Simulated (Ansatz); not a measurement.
`C=C[Se][GeH3]` + fluoromethane → `C[Se][GeH3]` + `C=CF` at 700 K and 1 bar (formal exchange of groups at the Se–C bond).

Program: Ansatz. Geometries: PBE0-D4/def2-TZVP. ΔE: electronic, gas phase. CCSD(T)/CBS is the MP2 limit (def2-TZVPP, def2-QZVPP) plus CCSD(T) − MP2 in def2-TZVPP, frozen cores. This one scheme is used for every species. For Ge, Se outer-core shells are correlated without core-valence functions, which leaves a few kJ/mol of doubt a bond. Scalar relativity is left out up to krypton. One conformer a species, not always the lowest.

```
        species  CCSD(T)/CBS energy (Eh)  H − E (kJ/mol)  S (J/(mol·K))
`C=C[Se][GeH3]`              -4556.51530           249.5          474.7
           `CF`               -139.63461           133.6          263.9
  `C[Se][GeH3]`              -4518.49012           227.2          439.1
         `C=CF`               -177.66469           155.1          309.1
```

H − E and S are ideal-gas, rigid-rotor, harmonic terms from PBE0-D4/def2-TZVP, for one conformer and one mirror image of each species. 1 Eh = 2625.50 kJ/mol, R = 8.31446 J/(mol·K).

Q: By hand: ΔE, ΔH, ΔS and ΔG.

A: ΔE = (-4518.49012) + (-177.66469) − (-4556.51530) − (-139.63461) = -0.00490 Eh = -12.9 kJ/mol. Δ(H − E) = 227.2 + 155.1 − 249.5 − 133.6 = -0.8, so ΔH = -13.7 kJ/mol. ΔS = 439.1 + 309.1 − 474.7 − 263.9 = 9.6 J/(mol·K). ΔG = -13.7 − 700 × (9.6)/1000 = -20.4 kJ/mol.

Q: By hand: the equilibrium constant, and the temperature at which ΔG would vanish if ΔH and ΔS stayed fixed.

A: log₁₀ K = −ΔG/(RT ln 10) = 1.5. ΔH and −TΔS have one sign here, so there is no such temperature.

TΔS isn't small against ΔH here. A doubt of 5 kJ/mol in ΔE shifts log₁₀ K by 0.4 here. Other conformers and mirror images would add mixing entropy, several J/(mol·K) or more a flexible species. Modes under 60 cm⁻¹, often nearly free rotors, make the harmonic entropy too high. These are equilibria of isolated gas molecules and say nothing of rates. Largest T1 diagnostic: 0.012 (customary marks: 0.02 for closed shells, 0.045 for open ones).

ΔS is within the doubt of such terms, so its sign, and with it that verdict, could turn.
